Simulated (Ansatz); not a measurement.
Si₅Se₅. Total charge 0; singlet. Geometry PBE-D4/def2-SVP, basis def2-TZVP, Ansatz.

```xyz
10

Si   -0.689   -2.312    0.195
Si    1.972   -1.006   -0.979
Si   -0.010    1.658    1.823
Si   -2.322    0.274   -0.254
Si    0.569    1.693   -1.529
Se   -1.230   -0.474    1.832
Se   -0.470   -0.648   -1.787
Se    1.578   -2.815    0.445
Se   -1.332    2.549   -0.183
Se    1.934    1.079    0.436
```

| run | HOMO (eV) | LUMO (eV) |
| --- | --- | --- |
| A | -5.39 | -3.36 |
| B | -5.20 | -3.43 |
| C | -6.01 | -2.77 |
| D | -5.36 | -3.66 |

Another isomer (singlet) lies 0.15 eV lower at r2SCAN-D4/def2-TZVP; other spin states weren't run for this one.

Problem. The runs used LDA (SPW92), PBE, PBE0, r2SCAN. Estimate which is which.

Solution. A r2SCAN (0 % exact exchange); B PBE (0 % exact exchange); C PBE0 (25 % exact exchange); D LDA (SPW92) (0 % exact exchange). Exact exchange lowers occupied and raises empty levels; among semilocal functionals meta-GGAs tend to open the gap a little, and such runs are hard to tell apart. The gap grows from 1.70 eV (LDA (SPW92)) to 3.25 eV (PBE0).
